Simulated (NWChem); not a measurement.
# SiNH₂F, singlet; SMILES N[Si]F

```xyz
5

Si    -0.6434     0.0506     0.0000
F      0.4310     1.2984     0.0000
N      0.4907    -1.2340     0.0000
H      1.5010    -1.1134     0.0000
H      0.2134    -2.2102     0.0000
```
Atoms are numbered in this order, from 1.

Low-valent species are run as closed-shell singlets; no triplet was tried in these runs. Coordinates come from a PBE0/def2-SVP optimisation.

 Unshifted, non-relativistic core excitations; the lowest 4 roots alone, so stronger bands may lie above.

Question: List the first Si K-edge excitations from PBE/def2-TZVP, restricted-window TDA (NWChem).

Answer: 
```
state  energy (eV)  dipole oscillator strength           leading excitation (squared amplitude)
-----  -----------  --------------------------  -----------------------------------------------
S1          1778.6                      0.0046    1s of atom 1 or its equivalents → LUMO (1.00)
S2          1780.1                      0.0019  1s of atom 1 or its equivalents → LUMO+1 (1.00)
S3          1780.8                      0.0011  1s of atom 1 or its equivalents → LUMO+2 (1.00)
S4          1782.1                      0.0001  1s of atom 1 or its equivalents → LUMO+3 (1.00)
```
